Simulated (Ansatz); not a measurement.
Reaction (silylene loss): `COB(O)O[SiH3]` → `COB(O)O` + `[SiH2]`

Calculated with Ansatz (gas phase, PBE0-D4/def2-TZVP geometries, no zero-point term in ΔE). CCSD(T)/CBS adds triple-zeta CCSD(T) − MP2 to the extrapolated MP2 energy (def2 sets, frozen cores). This one scheme is used for every species. Functionals use def2-TZVPP. B3LYP here is the variant with VWN-RPA as its local correlation; programs differ in this. Each species was taken in one conformer, which may not be the lowest.

```json
{"level": "PBE-D4", "ΔE (kJ/mol)": "303.3", "difference from CCSD(T)/CBS": "-9.0"}
{"level": "r2SCAN-D4", "ΔE (kJ/mol)": "330.6", "difference from CCSD(T)/CBS": "18.3"}
{"level": "PBE0-D4", "ΔE (kJ/mol)": "314.8", "difference from CCSD(T)/CBS": "2.5"}
{"level": "B3LYP-D4", "ΔE (kJ/mol)": "308.9", "difference from CCSD(T)/CBS": "-3.4"}
{"level": "ωB97X-V", "ΔE (kJ/mol)": "321.1", "difference from CCSD(T)/CBS": "8.8"}
{"level": "ωB97M-V", "ΔE (kJ/mol)": "306.5", "difference from CCSD(T)/CBS": "-5.8"}
{"level": "B2PLYP", "ΔE (kJ/mol)": "309.3", "difference from CCSD(T)/CBS": "-3.0"}
{"level": "PBE", "ΔE (kJ/mol)": "295.4", "difference from CCSD(T)/CBS": "-16.9"}
{"level": "r2SCAN", "ΔE (kJ/mol)": "328.3", "difference from CCSD(T)/CBS": "16.0"}
{"level": "PBE0", "ΔE (kJ/mol)": "307.9", "difference from CCSD(T)/CBS": "-4.4"}
{"level": "B3LYP", "ΔE (kJ/mol)": "296.4", "difference from CCSD(T)/CBS": "-15.9"}
{"level": "HF/def2-TZVPP", "ΔE (kJ/mol)": "307.3", "difference from CCSD(T)/CBS": "-5.0"}
{"level": "MP2/def2-TZVPP", "ΔE (kJ/mol)": "326.1", "difference from CCSD(T)/CBS": "13.8"}
{"level": "SCS-MP2/def2-TZVPP", "ΔE (kJ/mol)": "317.7", "difference from CCSD(T)/CBS": "5.4"}
{"level": "CCSD/def2-TZVPP", "ΔE (kJ/mol)": "302.7", "difference from CCSD(T)/CBS": "-9.6"}
{"level": "CCSD(T)/def2-TZVPP", "ΔE (kJ/mol)": "305.5", "difference from CCSD(T)/CBS": "-6.8"}
{"level": "HF/def2-QZVPP", "ΔE (kJ/mol)": "309.8", "difference from CCSD(T)/CBS": "-2.5"}
{"level": "MP2/def2-QZVPP", "ΔE (kJ/mol)": "330.9", "difference from CCSD(T)/CBS": "18.6"}
{"level": "SCS-MP2/def2-QZVPP", "ΔE (kJ/mol)": "322.5", "difference from CCSD(T)/CBS": "10.2"}
{"level": "HF/CBS(def2)", "ΔE (kJ/mol)": "310.2", "difference from CCSD(T)/CBS": "-2.1"}
{"level": "MP2/CBS(def2)", "ΔE (kJ/mol)": "332.9", "difference from CCSD(T)/CBS": "20.6"}
{"level": "CCSD/CBS(def2)", "ΔE (kJ/mol)": "309.5", "difference from CCSD(T)/CBS": "-2.8"}
{"level": "CCSD(T)/CBS", "ΔE (kJ/mol)": "312.3", "difference from CCSD(T)/CBS": "0"}
```

Largest T1 diagnostic among the species: 0.014.

From PBE to PBE0 (25 % exact exchange), in def2-TZVPP and without D4, ΔE moves by +12.5 kJ/mol. The D4 term adds +12.5 kJ/mol with B3LYP and +7.0 kJ/mol with PBE0; it sums over pairs of atoms, weighted by their polarisabilities, and B3LYP, whose exchange is more repulsive, gets the larger term.
